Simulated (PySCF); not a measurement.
Ionisation energy along the 11-electron series

Calculated with PySCF 2.14 and a two-component X2C-1e Hamiltonian (Gaussian nucleus, no Breit or QED terms), each ion in its own even-tempered basis scaled to its charge; GMP2 freezes 1s2 and drops the highest virtual spinors. Values in eV. NIST values: (m) measured, (s) semi-empirical, (t) theoretical.

```csv
ion,configuration,GHF (screened spin-orbit),GMP2 (screened spin-orbit),NIST
Fe¹⁵⁺,[Ne] 3s1,488.69,489.28,489.31 (s)
Ni¹⁷⁺,[Ne] 3s1,606.37,606.98,607.02 (s)
```

Q: Fill in the row of Co¹⁶⁺.

A: configuration: [Ne] 3s1; GHF (screened spin-orbit): 545.95; GMP2 (screened spin-orbit): 546.55; NIST: 546.59 (s).
